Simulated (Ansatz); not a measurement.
Geometry optimisation, RKS PBE/def2-SVP in Ansatz 0.2.0.

input.yaml

```yaml
crystal:
  periodic: [false, false, false]
  atoms:
    - { symbol: W, position_ang: [0.02278, -0.17234, -0.085969] }
    - { symbol: O, position_ang: [-0.291019, -0.175629, 1.807266] }
    - { symbol: H, position_ang: [-1.145792, -0.336403, 2.260409] }
    - { symbol: Cl, position_ang: [2.273729, 0.195682, 0.300301] }
    - { symbol: F, position_ang: [-0.182286, 1.68087, -0.256949] }
    - { symbol: Cl, position_ang: [-2.265818, -0.565451, -0.304098] }
    - { symbol: F, position_ang: [0.385044, -2.016366, -0.063588] }
    - { symbol: Cl, position_ang: [0.206507, -0.297925, -2.39364] }
    - { symbol: Br, position_ang: [-2.188408, 2.148174, 1.94735] }
    - { symbol: H, position_ang: [-0.754837, 1.920786, 2.347718] }
basis:
  gaussian: { orbitals: def2-SVP }
hamiltonian:
  xc: pbe
relax:
  f_tol: 0.03
  max_steps: 50
output:
  orbitals: {}
```

Command:

```bash
$ ansatz run input.yaml --threads 4 --pin off --max-ram 5120MiB --backend cpu --events-out ev --progress --plain --runs-dir out
```

Task: Where does it end, and by what steps?

Result: The run converged. After 26 steps the energy has fallen by 0.536 eV; H10 moved furthest, 1.11 Å.

| step | energy less start (eV) | largest force component (eV/Å) | accepted |
| --- | --- | --- | --- |
| 0 | 0.0000 | 1.345 | yes |
| 1 | -0.1945 | 0.493 | yes |
| 2 | -0.2643 | 0.166 | yes |
| 3 | -0.2981 | 0.195 | yes |
| 4 | -0.3220 | 0.298 | yes |
| 5 | -0.3364 | 0.628 | yes |
| 6 | -0.3772 | 0.461 | yes |
| 7 | -0.3854 | 0.684 | yes |
| 8 | -0.4060 | 0.558 | yes |
| 9 | -0.4304 | 0.260 | yes |
| 10 | -0.4434 | 0.195 | yes |
| 11 | -0.4392 | 0.784 | no |
| 12 | -0.4503 | 0.130 | yes |
| 13 | -0.4554 | 0.070 | yes |
| 14 | -0.4604 | 0.241 | yes |
| 15 | -0.4644 | 0.313 | yes |
| 16 | -0.4701 | 0.310 | yes |
| 17 | -0.4731 | 0.269 | yes |
| 18 | -0.4857 | 0.335 | yes |
| 19 | -0.5019 | 0.209 | yes |
| 20 | -0.5209 | 0.270 | yes |
| 21 | -0.5237 | 0.227 | yes |
| 22 | -0.5275 | 0.144 | yes |
| 23 | -0.5283 | 0.135 | yes |
| 24 | -0.5329 | 0.157 | yes |
| 25 | -0.5341 | 0.195 | yes |
| 26 | -0.5364 | 0.018 | yes |

```xyz
10
Properties=species:S:1:pos:R:3
W -0.027 -0.420 -0.091
O -0.539 -0.451 1.698
H -0.917 0.215 2.338
Cl 2.177 0.061 0.480
F -0.477 1.442 -0.027
Cl -2.192 -0.951 -0.766
F 0.406 -2.235 -0.128
Cl 0.519 -0.062 -2.320
Br -1.656 2.332 2.879
H -1.234 2.450 1.496
```

Whether the end is a true minimum wasn't checked by a vibrational analysis.

Run time: 47 s on 4 threads of Intel(R) Xeon(R) 6975P-C (Granite Rapids) (shared host), peak memory 0.31 GiB.
